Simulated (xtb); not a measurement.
F3Hf (SMILES [F][Hf]([F])[F]), doublet, at a GFN2-xTB geometry (such geometries of metal compounds can be far from the true shape) (the multiplicity is a formal guess), atoms displaced at random by about 0.06 Å a coordinate; GFN2-xTB (xtb).

The xtb input:
```
$ xtb mol.xyz --gfn 2 --chrg 0 --uhf 1 --opt --json

# file mol.xyz
4

Hf     0.11104269     0.08189733     0.05840037
F      1.74196951    -0.47230058    -0.24875285
F     -0.86781572    -0.55992863     1.49789764
F     -0.83871984     0.44946477    -1.38888138
```

The log (banner, timings and long lists left out):

```
   ID    Z sym.   atoms
    1   72 Hf     1
    2    9 F      2-4

           -------------------------------------------------
          |                Calculation Setup                |
           -------------------------------------------------

           -------------------------------------------------
          |                 G F N 2 - x T B                 |
           -------------------------------------------------

          ...................................................
          :                      SETUP                      :
          :.................................................:
          :  # basis functions                  22          :
          :  # atomic orbitals                  21          :
          :  # shells                            9          :
          :  # electrons                        25          :
          :  max. iterations                   250          :
          :  Hamiltonian                  GFN2-xTB          :
          :  restarted?                      false          :
          :  GBSA solvation                  false          :
          :  PC potential                    false          :
          :  electronic temp.          300.0000000     K    :
          :  accuracy                    1.0000000          :
          :  -> integral cutoff          0.2500000E+02      :
          :  -> integral neglect         0.1000000E-07      :
          :  -> SCF convergence          0.1000000E-05 Eh   :
          :  -> wf. convergence          0.1000000E-03 e    :
          :  Broyden damping             0.4000000          :
          :  net charge                          0          :
          :  unpaired electrons                  1          :
          ...................................................

 iter      E             dE          RMSdq      gap      omega  full diag
   1     -3.7866633 -0.378666E+01  0.462E+01    0.54       0.0  T
   2    -13.8513241 -0.100647E+02  0.231E+01    0.08       1.0  T
   3    -14.9242351 -0.107291E+01  0.155E+01    0.43       1.0  T
   4    -15.6926335 -0.768398E+00  0.137E+01    0.83       1.0  T
   5    -15.4659582  0.226675E+00  0.114E+01    0.73       1.0  T
   6    -14.7717611  0.694197E+00  0.119E+01    1.10       1.0  T
   7    -14.6239341  0.147827E+00  0.129E+01    1.10       1.0  T
   8    -14.9431757 -0.319242E+00  0.120E+01    1.11       1.0  T
   9    -15.0708989 -0.127723E+00  0.107E+01    1.10       1.0  T
  10    -15.2776934 -0.206794E+00  0.888E+00    1.08       1.0  T
  11    -15.3416321 -0.639387E-01  0.842E+00    1.10       1.0  T
  12    -15.8208050 -0.479173E+00  0.391E+00    1.25       1.0  T
  13    -15.8697154 -0.489104E-01  0.326E+00    1.19       1.0  T
  14    -15.8792450 -0.952957E-02  0.120E+00    1.14       1.0  T
  15    -15.8794304 -0.185425E-03  0.940E-01    1.10       1.0  T
  16    -15.8796403 -0.209837E-03  0.911E-01    1.14       1.0  T
  17    -15.8796909 -0.505967E-04  0.532E-01    1.17       1.0  T
  18    -15.8797398 -0.489474E-04  0.194E-01    1.15       1.0  T
  19    -15.8797484 -0.855029E-05  0.210E-01    1.16       1.0  T
  20    -15.8797452  0.312544E-05  0.210E-01    1.15       1.0  T
  21    -15.8797481 -0.285902E-05  0.138E-01    1.16       1.0  T
  22    -15.8797513 -0.325133E-05  0.951E-02    1.16       1.0  T
  23    -15.8797552 -0.384246E-05  0.638E-02    1.16       1.0  T
  24    -15.8797586 -0.339851E-05  0.304E-02    1.16       1.6  T
  25    -15.8797598 -0.125374E-05  0.670E-03    1.16       7.5  T
  26    -15.8797599 -0.102203E-06  0.238E-03    1.16      21.0  T
  27    -15.8797599  0.260233E-08  0.133E-03    1.16      37.5  T
  28    -15.8797599 -0.355742E-08  0.526E-04    1.16      95.0  T
  29    -15.8797599 -0.543162E-09  0.120E-04    1.16     416.5  T

   *** convergence criteria satisfied after 29 iterations ***

         :::::::::::::::::::::::::::::::::::::::::::::::::::::
         ::                     SUMMARY                     ::
[...]
         :: total energy             -15.845361767612 Eh    ::
 * total energy  :   -15.8453618 Eh     change       -0.1893241E-10 Eh
 * total energy  :   -15.8474115 Eh     change       -0.2049761E-02 Eh
 * total energy  :   -15.8480898 Eh     change       -0.6782222E-03 Eh
 * total energy  :   -15.8481120 Eh     change       -0.2228956E-04 Eh
 * total energy  :   -15.8481317 Eh     change       -0.1967053E-04 Eh
 * total energy  :   -15.8481404 Eh     change       -0.8732687E-05 Eh
 * total energy  :   -15.8481433 Eh     change       -0.2862710E-05 Eh
   *** GEOMETRY OPTIMIZATION CONVERGED AFTER 7 ITERATIONS ***
         :: total energy             -15.848143306148 Eh    ::
[...]

           -------------------------------------------------
          |                Property Printout                |
           -------------------------------------------------

    * Orbital Energies and Occupations

         #    Occupation            Energy/Eh            Energy/eV
      -------------------------------------------------------------
         1        2.0000           -0.9008237             -24.5127
         2        2.0000           -0.8741000             -23.7855
         3        2.0000           -0.8732948             -23.7636
         4        2.0000           -0.5880772             -16.0024
         5        2.0000           -0.5568044             -15.1514
         6        2.0000           -0.5401194             -14.6974
         7        2.0000           -0.5399332             -14.6923
         8        2.0000           -0.5330819             -14.5059
         9        2.0000           -0.5329954             -14.5035
        10        2.0000           -0.5324574             -14.4889
        11        2.0000           -0.5323527             -14.4861
        12        2.0000           -0.5308845             -14.4461
        13        1.0000           -0.3714982             -10.1090 (HOMO)
        14                         -0.3293519              -8.9621 (LUMO)
        15                         -0.3291030              -8.9553
        16                         -0.2846892              -7.7468
        17                         -0.2835900              -7.7169
        18                         -0.2234478              -6.0803
        19                          0.0696447               1.8951
        20                          0.2494284               6.7873
        21                          0.2559996               6.9661
      -------------------------------------------------------------
                  HL-Gap            0.0421464 Eh            1.1469 eV
             Fermi-level           -0.4009402 Eh          -10.9101 eV

     #   Z          covCN         q      C6AA      α(0)
     1  72 Hf       1.913     0.889   596.038    66.924
     2   9 F        0.638    -0.297    12.313     4.141
     3   9 F        0.638    -0.297    12.312     4.141
     4   9 F        0.638    -0.296    12.303     4.139

 Mol. C6AA /au·bohr⁶  :       1130.792254
 Mol. C8AA /au·bohr⁸  :     147264.791775
 Mol. α(0) /au        :         79.344932

Wiberg/Mayer (AO) data.
largest (>0.10) Wiberg bond orders for each atom

 ---------------------------------------------------------------------------
     #   Z sym  total        # sym  WBO       # sym  WBO       # sym  WBO
 ---------------------------------------------------------------------------
     1  72 Hf   3.214 --     4 F    1.072     3 F    1.071     2 F    1.071
     2   9 F    1.210 --     1 Hf   1.071
     3   9 F    1.210 --     1 Hf   1.071
     4   9 F    1.211 --     1 Hf   1.072
 ---------------------------------------------------------------------------

Topologies differ in total number of bonds
Writing topology from bond orders to xtbtopo.mol

molecular dipole:
                 x           y           z       tot (Debye)
 q only:        0.111       0.501       0.185
   full:        0.123       0.513       0.199       1.433
molecular quadrupole (traceless):
                xx          xy          yy          xz          yz          zz
 q only:       -2.229       1.372       3.874       0.559       2.247      -1.645
  q+dip:       -2.423       1.487       4.208       0.612       2.441      -1.785
   full:       -2.659       1.593       4.583       0.690       2.628      -1.924

optimized geometry written to: xtbopt.xyz

           -------------------------------------------------
          | TOTAL ENERGY              -15.848143306148 Eh   |
          | GRADIENT NORM               0.000506208079 Eh/α |
          | HOMO-LUMO GAP               1.146860914136 eV   |
           -------------------------------------------------

normal termination of xtb
```
